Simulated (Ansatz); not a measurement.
Geometry optimisation, RKS LDA/def2-SVP (Ansatz).

Input file:

```yaml
crystal:
  periodic: [false, false, false]
  atoms:
    - { symbol: O, position_ang: [-0.31178, 1.54264, -1.47093] }
    - { symbol: Si, position_ang: [-0.03155, 0.80718, -0.06405] }
    - { symbol: S, position_ang: [-0.35853, -1.32031, -0.38176] }
    - { symbol: S, position_ang: [0.01095, -2.0093, 1.51803] }
    - { symbol: H, position_ang: [-0.96545, 1.24422, -2.09898] }
    - { symbol: H, position_ang: [1.37534, 1.01517, 0.21887] }
    - { symbol: H, position_ang: [-0.96, 1.20095, 0.98435] }
    - { symbol: H, position_ang: [1.24102, -2.48055, 1.29446] }
basis:
  gaussian: { orbitals: def2-SVP }
hamiltonian:
  xc: lda
relax:
  f_tol: 0.015
  max_steps: 40
```

Launched with:

```bash
$ ansatz run input.yaml --threads 1 --pin off --max-ram 2048MiB --backend cpu --events-out ev --progress --plain --runs-dir out
```

Task: Where does it end, and by what steps?

Result: The forces met the threshold. After 8 steps the energy has fallen by 0.235 eV; H5 moved furthest, 0.48 Å.

```csv
step,energy less start (eV),largest force component (eV/Å),accepted
0,0.0000,1.442,yes
1,-0.1557,0.831,yes
2,-0.1912,0.722,yes
3,-0.2147,0.620,yes
4,-0.2181,0.382,yes
5,-0.2221,0.386,yes
6,-0.2336,0.142,yes
7,-0.2346,0.016,yes
8,-0.2346,0.008,yes
```

```xyz
8
Properties=species:S:1:pos:R:3
O -0.191 1.462 -1.563
Si -0.024 0.581 -0.168
S -0.392 -1.520 -0.519
S -0.040 -1.885 1.511
H -1.100 1.640 -1.864
H 1.405 0.742 0.256
H -0.977 1.028 0.909
H 1.320 -2.047 1.438
```

Time of the run: 33 s on 1 thread of Intel(R) Xeon(R) Processor @ 2.50GHz (Skylake/Cascade Lake), on a shared host, peak memory 0.13 GiB.
